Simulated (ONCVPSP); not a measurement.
# Configuration tests for Xe (ONCV)

| Quantity | Value |
| --- | --- |
| Element | xenon (Xe) |
| Generator | ONCVPSP 4.0.1 |
| Type | optimised norm-conserving Vanderbilt (ONCV) |
| Functional | PBE |
| Relativity | scalar-relativistic |
| Frozen core | [Kr] 4d10 |
| Valence charge | 8 |
| Reference configuration | 5s2 5p6 |
| Partial waves | 5s: rc 1.70 bohr, ncon 4, nbas 8, qcut 3.5 1/bohr, 2 projectors, debl 0.6 Ha; 5p: rc 2.00 bohr, ncon 5, nbas 8, qcut 3.6 1/bohr, 1 projector |
| Local potential | polynomial inside 1.70 bohr (lpopt 5, dvloc0 0 Ha) |
| Core correction | Teter function, fcfact 5.25, rcfact 1.7 |

In the s channel the program set the typed energies aside and used -0.726, 0.250 Ha.

Energies are relative to the spin-unpolarised reference configuration 5s2 5p6; without spin polarisation the order of configurations can differ from experiment.

| valence configuration | charge | ΔE all-electron (eV) | error AE − PS (meV) |
| --- | --- | --- | --- |
| 5s2 5p5 | +1 | 12.537 | -35 |
| 5s2 5p3 | +3 | 66.012 | -482 |

Problem. What are ΔE and the potential's error for 5s2 5p4?

Solution. ΔE = 34.288 eV all-electron; the error (AE − PS) is -174 meV.

Problem. What are ΔE and the potential's error for 5s1 5p6?

Solution. ΔE = 24.683 eV all-electron; the error (AE − PS) is -31 meV.

Note: no bound ghost flagged; GHOST(+) flagged for s at 64.6 eV.
